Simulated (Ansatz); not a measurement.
## Which is lower?

The two ends of one reaction step of SnNH6F, singlet (PBE0-D4/def2-TZVP).

A:

| atom | x (Å) | y (Å) | z (Å) |
| --- | --- | --- | --- |
| Sn1 | -0.8018 | 0.8325 | -0.3623 |
| N2 | 0.8145 | -0.0959 | 0.5245 |
| H3 | -0.6074 | 0.5643 | -2.0268 |
| H4 | -0.7754 | 2.5026 | 0.0042 |
| H5 | -2.1673 | 0.0769 | 0.3046 |
| H6 | 0.6319 | -1.6375 | 0.0811 |
| F7 | 0.3974 | -2.5138 | -0.2588 |
| H8 | 0.8081 | -0.0038 | 1.5337 |
| H9 | 1.7000 | 0.2746 | 0.1997 |

B:

```
9
angstrom
Sn -0.9703 0.3278 -0.8492
N 1.0032 -0.1735 1.0502
H -2.0339 0.2821 -2.2018
H 0.0118 1.7127 -0.9656
H -1.8773 0.1092 0.5740
H 1.3132 -1.0079 0.5647
F 0.0392 -1.2782 -1.2829
H 0.7268 -0.4351 1.9883
H 1.7874 0.4627 1.1222
```

Ansatz 0.2.0; basis: def2-TZVPP; cores frozen in the correlated methods. Filled d shells of the heavier atoms are correlated. Core potentials replace the inner electrons of the atoms past krypton. The def2 sets are not built for correlating such inner shells, so the correlated values are less sure here. B3LYP uses VWN-RPA correlation.

(1) Which structure is lower at CCSD(T), and by how much? (An estimate is asked for; the value comes from the calculation.)

T1 diagnostic: at most 0.013.

Results:

(1) Computed: B, by 7.76 kcal/mol (electronic energy, against the other). By their contacts, A is a complex of SnNH₅ ([NH2][SnH3]) + HF and B is a complex of SnH₃F ([F][SnH3]) + NH₃.

All methods give the same order:

| method | E(B) − E(A) (kcal/mol) |
| --- | --- |
| SPW92 | -5.24 |
| PBE-D4 | -8.23 |
| BLYP-D4 | -9.72 |
| r2SCAN-D4 | -10.33 |
| B97M-V | -14.36 |
| PBE0-D4 | -8.28 |
| B3LYP-D4 | -9.65 |
| r2SCAN0-D4 | -9.66 |
| BHLYP-D4 | -10.67 |
| CAM-B3LYP-D4 | -9.73 |
| wB97X-V | -10.50 |
| wB97M-V | -10.56 |
| B2PLYP | -9.11 |
| PBE-QIDH | -7.92 |
| RPA on PBE | -8.11 |
| HF | -13.40 |
| MP2 | -6.52 |
| CCSD | -8.30 |
| CCSD(T) | -7.76 |

Labels in which every atom is bracketed show which atoms are joined, not bond orders.

For scale, one of the runs: CCSD(T)/def2-TZVPP, 196 basis functions, launched by `ansatz run in.yaml --threads 4 --pin off --events-out ev --progress --plain --max-ram 9574MiB`. Time: 85 s of wall clock on 4 CPU threads of an Intel Xeon; the host was shared. Peak host memory: 2.7 GiB.
